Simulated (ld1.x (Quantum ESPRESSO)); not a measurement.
**Configuration tests for antimony (PAW)**

```json
{"Element": "antimony (Sb)", "Generator": "ld1.x (Quantum ESPRESSO) 7.5", "Type": "PAW", "Functional": "PBE", "Relativity": "non-relativistic", "Frozen core": "[Kr]", "Valence charge": "15", "Reference configuration": "4d10 5s2 5p2 (charge +1)", "Partial waves": "5s (bound): rcut 1.30, rcutus 1.80 bohr; 5s channel at -0.8 Ry: rcut 1.30, rcutus 1.80 bohr; 5p (bound): rcut 1.80, rcutus 2.00 bohr; 5p channel at 1.05 Ry: rcut 1.80, rcutus 2.00 bohr; 4d (bound): rcut 1.05, rcutus 1.25 bohr; 4d channel at 0.15 Ry: rcut 1.05, rcutus 1.25 bohr", "Local potential": "all-electron potential smoothed inside 1.15 bohr (lloc = -2)", "Core correction": "Bessel-smoothed model core inside 0.95 bohr", "Augmentation charge": "PSQ, inside the norm-conserving radii"}
```

Energies are relative to the spin-unpolarised reference configuration 4d10 5s2 5p2; without spin polarisation the order of configurations can differ from experiment.

| valence configuration | charge | ΔE all-electron (eV) | error AE − PS (meV) |
| --- | --- | --- | --- |
| 4d10 5s2 5p1 | +2 | 15.962 | -0.1 |
| 4d10 5s2 5p0 | +3 | 40.284 | -2.5 |
| 4d10 5s2 5p2.5 | +0.5 | -5.076 | +0.1 |
| 4d10 5s1 5p4 | 0 | -1.291 | +0.7 |
| 4d10 5s0 5p5 | 0 | 5.940 | +1.0 |
| 4d10 5s1 5p3 | +1 | 7.621 | +0.2 |

Q: What are ΔE and the potential's error for 4d10 5s2 5p3?

A: ΔE = -8.370 eV all-electron; the error (AE − PS) is +0.3 meV.

Levels in the configuration 4d10 5s2 5p0:

```
level  all-electron (eV)  pseudo (eV)
   4d            -64.286      -64.320
   5s            -37.463      -37.470
```

Note: ghost state, extra bound levels that the all-electron valence spectrum of the same l lacks: s at -106.6 eV. A true bound ghost makes a file unfit for plane-wave use.
